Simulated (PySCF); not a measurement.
Dipole moment and polarisability of `CN(C)[SiH2]CC#N`

Species: C₄H₁₀N₂Si.
SMILES with atom numbers: `[CH3:1][N:2]([CH3:3])[SiH2:4][CH2:5][C:6]#[N:7]` (hydrogens: H8, H9, H10 on C1; H11, H12, H13 on C3; H14, H15 on Si4; H16, H17 on C5)

Geometry (GFN2-xTB, Å), atoms numbered from 1 in this order:
```
atom  x, y, z in Å
C1    -0.7548   -1.2981    0.4552
N2    -0.8219    0.0042   -0.1706
C3    -2.1852    0.4479   -0.3386
Si4    0.4535    1.1478   -0.0929
C5     2.0867    0.2287   -0.5019
C6     2.5354   -0.5761    0.5835
N7     2.8745   -1.2181    1.4698
H8     0.2790   -1.6054    0.5851
H9    -1.2673   -2.0333   -0.1722
H10   -1.2372   -1.2945    1.4388
H11   -2.6898    0.5750    0.6256
H12   -2.7431   -0.2898   -0.9210
H13   -2.2006    1.3983   -0.8643
H14    0.1984    2.0952   -1.1812
H15    0.6521    1.8650    1.1777
H16    1.9576   -0.4030   -1.3812
H17    2.8560    0.9682   -0.7219
```

Level: B3LYP/def2-SVPD (PySCF), static field, nuclei fixed, core orbitals frozen in the response. The polarisability tensor in these axes (au):

```
x   94.71 -3.18  5.74
y   -3.18 85.16 -8.52
z    5.74 -8.52 78.68
```

What are the eigenvalues, a third of the trace, and Δα (Δα² = ½Σ(αi − αj)² over the three pairs)?

Principal values 72.39, 86.91 and 99.24 au; mean 86.18 au = 12.77 Å³ = 14.21 × 10⁻⁴⁰ C²·m²/J; Δα = 23.28 au (27 % of the mean).

What is the dipole moment, and where does it point?

(-2.24, 1.78, -2.65) D, 3.90 D in size, pointing from the negative to the positive side. Measured along this direction, the outermost atoms are N7 at the negative end and H13 at the positive end.

What depolarisation ratio follows for Rayleigh scattering of linearly polarised light, taking the static tensor?

ρ = 3Δα²/(45ᾱ² + 4Δα²) = 1626.2/(334222 + 2168.3) = 0.00483.

Sum over states: ᾱ = Σ f/ω², ω in Eh. What share falls to these 8 lowest TDDFT singlets (eV, f)? 5.53, 0.0111; 5.72, 0.0146; 6.18, 0.0095; 6.38, 0.0244; 6.46, 0.0078; 6.87, 0.0171; 7.11, 0.0181; 7.16, 0.0059.

They add up to 1.99 au, 2.3 % of the 86.18 au; the largest single term is 0.44 au, from the state at 6.38 eV. Terms in order: 0.27, 0.33, 0.18, 0.44, 0.14, 0.27, 0.27, 0.09 au. Higher excitations give the rest. The strengths listed sum to 0.109.

Refractivity n − 1 of an ideal gas of it at 400 K and 1 atm, from the electronic α?

N = p/kT = 1.8347 × 10¹⁹ cm⁻³, so n − 1 = 2π × N × 12.77 × 10⁻²⁴ cm³ = 1472 × 10⁻⁶ at long wavelengths, for an ideal gas.

Traceless (Buckingham) quadrupole moment about the centre of nuclear charge: eigenvalues?

-17.11, 4.80, 12.31 D·Å. The values depend on the origin, since the dipole doesn't vanish. The electronic extent ⟨r²⟩ about the same centre is 1115 bohr², a root-mean-square distance of 2.24 Å for the 62 electrons.

Find the Langevin capture rate constant for NH4+ (18.034 u) meeting this molecule (114.061 u), k = 2.342 × 10⁻⁹ cm³/s × √(α in Å³ / reduced mass in u).

The reduced mass is 15.57 u, so k = 2.12 × 10⁻⁹ cm³/s. The formula leaves out the permanent dipole, which adds to the capture rate.

Geometry: GFN2-xTB, one conformer, isolated molecule.
